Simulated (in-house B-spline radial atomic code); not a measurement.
Configurations of Sb4+, with energies counted from [Kr] 4d10 5s1. All numbers are computed (Dirac-Hartree-Fock, average of configuration; Fermi nucleus of rms radius 4.6802 fm) with a radial B-spline atomic code at the basis-set limit, not measured. Energies include first-order Breit, QED and recoil terms.

Occupations are held fixed; configurations that lie above the ionisation limit could autoionise.

```json
{"configuration": "[Kr] 4d9 5s2", "E - E(ref) (eV)": "29.344", "highest orbital": "5s1/2", "its <r> (bohr)": "1.948"}
{"configuration": "[Kr] 4d10 6d1", "E - E(ref) (eV)": "36.234", "highest orbital": "6d5/2", "its <r> (bohr)": "5.459"}
{"configuration": "[Kr] 4d10 7s1", "E - E(ref) (eV)": "37.247", "highest orbital": "7s1/2", "its <r> (bohr)": "6.371"}
{"configuration": "[Kr] 4d10 5g1", "E - E(ref) (eV)": "39.773", "highest orbital": "5g7/2", "its <r> (bohr)": "5.482"}
{"configuration": "[Kr] 4d10 6g1", "E - E(ref) (eV)": "43.931", "highest orbital": "6g7/2", "its <r> (bohr)": "8.77"}
{"configuration": "[Kr] 4d10 9s1", "E - E(ref) (eV)": "45.589", "highest orbital": "9s1/2", "its <r> (bohr)": "13.11"}
{"configuration": "[Kr] 4d9 5s1 6f1", "E - E(ref) (eV)": "73.342", "highest orbital": "6f7/2", "its <r> (bohr)": "7.878"}
{"configuration": "[Kr] 4d9 5s1 9p1", "E - E(ref) (eV)": "77.12", "highest orbital": "9p3/2", "its <r> (bohr)": "14.03"}
{"configuration": "[Ar] 3d10 4s2 4p5 4d10 5s1 9f1", "E - E(ref) (eV)": "158.48", "highest orbital": "9f7/2", "its <r> (bohr)": "20.43"}
{"configuration": "[Ar] 3d9 4s2 4p6 4d10 5s1 9p1", "E - E(ref) (eV)": "578.86", "highest orbital": "9p3/2", "its <r> (bohr)": "13.98"}
```

**Question.** Order these further configurations by energy, lowest first.
A. [Kr] 4d9 5s1 7p1
B. [Kr] 4d10 7p1
C. [Kr] 4d10 6f1
D. [Ar] 3d10 4s2 4p5 4d10 5s1 6g1
E. [Ar] 3d9 4s2 4p6 4d10 5s1 5f1

**Answer.** B (39.135 eV), C (42.771 eV), A (69.862 eV), D (153.69 eV), E (569.8 eV).

**Question.** How far above the reference does [Ar] 3d10 4s2 4p5 4d10 5s2 lie?

**Answer.** 107.99 eV; its least bound orbital is 5s1/2 with <r> = 1.942 bohr.

**Question.** How far above the reference does [Ar] 3d9 4s2 4p6 4d10 5s1 5p1 lie?

**Answer.** 540.32 eV; its least bound orbital is 5p3/2 with <r> = 2.206 bohr.

**Question.** How far above the reference does [Ar] 3d9 4s2 4p6 4d10 5s1 7f1 lie?

**Answer.** 578.08 eV; its least bound orbital is 7f7/2 with <r> = 11.37 bohr.
